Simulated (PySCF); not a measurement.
H5Sb, SMILES [SbH5].

The structure is a stationary point at r2SCAN-D4/def2-TZVP. The def2 effective core potentials stand for the cores of Sb; spin–orbit coupling is left out.

Two levels are set side by side: TDA-PBE/def2-TZVPD (PySCF) and TDA-LC-ωPBE/def2-TZVPD (PySCF). Vertical, same geometry. The lowest singlet is HOMO→LUMO 95 % with PBE and HOMO→LUMO 97 % with the other functional; states are paired by order. Differences are taken from unrounded values.

| quantity | TDA-LC-ωPBE |
|---|---|
| lowest singlet excitation (eV) | 4.97 |
| lowest triplet excitation (TDA) (eV) | 3.79 |
| first bright state (f over 0.05) (eV) | 7.63 |
| its oscillator strength | 0.43 |

Problem. What does TDA-PBE give, and how far is it from TDA-LC-ωPBE? (The exact figures need the calculation; the answer reports its results.)

Solution. 
```csv
quantity,TDA-PBE,TDA-PBE minus TDA-LC-ωPBE
lowest singlet excitation (eV),4.17,-0.80
lowest triplet excitation (TDA) (eV),3.10,-0.69
first bright state (f over 0.05) (eV),6.74,-0.89
its oscillator strength,0.19,-0.24
```

Functionals without exact exchange tend to place singlet excitations lower, as here. Differences between two approximate levels are no errors against the true value.

Rough cost on one machine, each run with all the roots and properties that it gave: TDA-LC-ωPBE against TDA-PBE about 2 times.
